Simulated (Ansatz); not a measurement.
Compare A (`O/C([SiH3])=C/[SiH3]`) with its isomer B (`C=C([SiH3])[SiH2]O`).

Gas-phase electronic energies from Ansatz, PBE0-D4/def2-TZVP geometries. CCSD(T)/CBS adds triple-zeta CCSD(T) − MP2 to the extrapolated MP2 energy (def2 sets, frozen cores). Functionals use def2-TZVPP. B3LYP here is the variant with VWN-RPA as its local correlation; programs differ in this. One conformer a species, not always the lowest.

(1) Which isomer does CCSD(T)/CBS put lower? Give the gap. (Best estimate.)

(2) Give E(B) − E(A) in kJ/mol with PBE0-D4, B3LYP, B3LYP-D4, ωB97M-V, PBE-D4, HF/def2-TZVPP, MP2/def2-TZVPP. (Estimate.)

Largest T1 diagnostic: 0.013.

Answers

(1) Computed: B, by 160.8 kJ/mol.

(2) Computed: PBE0-D4 -143.6, B3LYP -149.7, B3LYP-D4 -149.8, ωB97M-V -153.4, PBE-D4 -134.1, HF/def2-TZVPP -168.7, MP2/def2-TZVPP -164.6. None reverses the order clearly.

From PBE to PBE0 (25 % exact exchange), in def2-TZVPP and without D4, E(B) − E(A) moves by −9.5 kJ/mol. In def2-TZVPP, CCSD(T) changes the Hartree–Fock value by +10.8 kJ/mol (the triples alone add +3.1 kJ/mol) and MP2 by +4.1 kJ/mol.
